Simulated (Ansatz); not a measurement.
Stepwise reaction of `[NH]=[W](=[NH])([OH])[OH]` with hydrogen fluoride, as a gas-phase model of exchange steps in deposition or etching. ΔE in kJ/mol; ΔG adds harmonic PBE0-D4 terms to CCSD(T)/CBS, at 1 bar.

Isolated molecules relaxed with PBE0-D4/def2-TZVP in Ansatz; ΔE leaves out vibrations. CBS: MP2 limit from def2 TZ/QZ plus the TZ coupled-cluster correction, frozen cores. This one scheme is used for every species. DFT in def2-TZVPP. B3LYP here is the variant with VWN-RPA as its local correlation; programs differ in this. def2 core potentials past Kr. For W outer-core shells are correlated without core-valence functions, which leaves a few kJ/mol of doubt a bond. One conformer a species, not always the lowest.

```tsv
step	reaction	PBE-D4	B3LYP-D4	ωB97M-V	CCSD(T)/CBS	ΔG(500 K)
1	`[NH]=[W](=[NH])([OH])[OH]` + H–F → `[NH]=[W](=[NH])([OH])[F]` + H₂O	-32.6	-32.5	-32.7	-26.4	-30.5
2	`[NH]=[W](=[NH])([OH])[F]` + H–F → `[NH]=[W](=[NH])([F])[F]` + H₂O	-28.1	-27.8	-27.9	-22.0	-20.8
```

By hand: ΔE of the 2 steps together at CCSD(T)/CBS.

(-26.4) + (-22.0) = -48.4 kJ/mol, or -24.2 kJ/mol a step.

In ΔE the steps differ by no more than 4.4 kJ/mol. All are downhill at CCSD(T)/CBS. ΔG lies between -30.5 and -20.8 kJ/mol a step. PBE-D4 differs from CCSD(T)/CBS by -6.2 to -6.1 kJ/mol a step. Isolated molecules leave out the surface, adducts and barriers. Largest T1 diagnostic: 0.020.
